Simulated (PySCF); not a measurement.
**Spin-Hamiltonian simulation**

Molecule: SMILES O=C(O)c1ccc(F)cc1, C$_{7}$H$_{5}$FO$_{2}$.

Geometry (Å), atoms numbered from 1 in this order:
```xyz
15

O     2.5412   -1.5395   -0.4770
C     2.0458   -0.4410   -0.5166
O     2.7663    0.6638   -0.7559
C     0.6040   -0.1615   -0.3132
C    -0.2370   -1.2434   -0.0290
C    -1.5965   -1.0424    0.1666
C    -2.1022    0.2510    0.0726
F    -3.4027    0.4470    0.2564
C    -1.2877    1.3436   -0.2079
C     0.0725    1.1306   -0.4004
H     3.6814    0.3692   -0.8768
H     0.2024   -2.2410    0.0334
H    -2.2754   -1.8668    0.3906
H    -1.7303    2.3391   -0.2713
H     0.7341    1.9691   -0.6220
```

[PySCF: NMR shieldings at B3LYP/pcSseg-1/GIAO; spin–spin couplings from B3LYP/pcJ-1 (spin–dipole term only in couplings to heteroatoms); geometry from PBE0-D3(BJ)/def2-SVP; isolated molecule; relativity neglected; averaged over atoms made equivalent by symmetry, fast rotation or ring inversion; one computed conformer]

δ = σ(ref) − σ, references computed at the same level: TMS for ¹H.

Shifts (ppm): F8 -102.8, H12/H15 8.25, H13/H14 7.09.
Couplings (Hz): F8–H12, F8–H15: 5.1; F8–H13, F8–H14: 8.7; H12–H13, H14–H15: 9.8; H12–H14, H13–H15: 0.4; H12–H15: 1.9; H13–H14: 2.5.

The 5-spin Hamiltonian (Zeeman plus full scalar coupling among like nuclei) was diagonalised exactly; lines are Lorentzian, 0.4 Hz wide, and the maxima above 3 % are listed with the tallest set to 100.

(1) Give the ¹H peak list of this spin system at 200 MHz.

(2) And at 800 MHz?

(3) Among coupled protons with different shifts, which pair is furthest from first order, and how does the field change that?

## Answers

(1) 
δ in ppm (height): 8.300 (11), 8.289 (87), 8.286 (27), 8.278 (28), 8.275 (14), 8.263 (87), 8.260 (28), 8.253 (29), 8.248 (30), 8.241 (30), 8.238 (95), 8.226 (15), 8.223 (30), 8.216 (29), 8.212 (95), 8.201 (12), 7.148 (12), 7.137 (95), 7.134 (29), 7.126 (28), 7.105 (13), 7.096 (38), 7.093 (100), 7.090 (50), 7.086 (92), 7.083 (37), 7.074 (12), 7.053 (27), 7.046 (27), 7.042 (87), 7.031 (11)

(2) 
Hz from δ = 0 (height): 6610.0 (12), 6607.7 (91), 6607.0 (29), 6605.6 (29), 6604.9 (14), 6602.6 (92), 6601.9 (29), 6600.5 (30), 6599.6 (30), 6598.2 (30), 6597.5 (95), 6595.2 (15), 6594.5 (30), 6593.1 (29), 6592.4 (95), 6590.1 (12), 5683.7 (12), 5681.4 (95), 5680.8 (29), 5679.3 (28), 5675.0 (13), 5673.3 (38), 5672.7 (100), 5672.0 (51), 5671.2 (97), 5670.7 (39), 5669.0 (13), 5664.7 (28), 5663.2 (28), 5662.6 (91), 5660.2 (12)

(3) H12 and H13: Δν/J is about 23.7 at 200 MHz (close to first order) and 94.7 at 800 MHz (close to first order). J in Hz doesn't depend on the field, while Δν in Hz grows in proportion to it. The system also holds chemically equivalent protons that couple differently to a partner (AA′BB′ or AA′XX′ type), and that part stays second order at any field.

OH/NH shifts are gas-phase values; hydrogen bonding in solution moves them, usually downfield. Unscaled 3J(H,H) at this level run about 10 % above measured values.
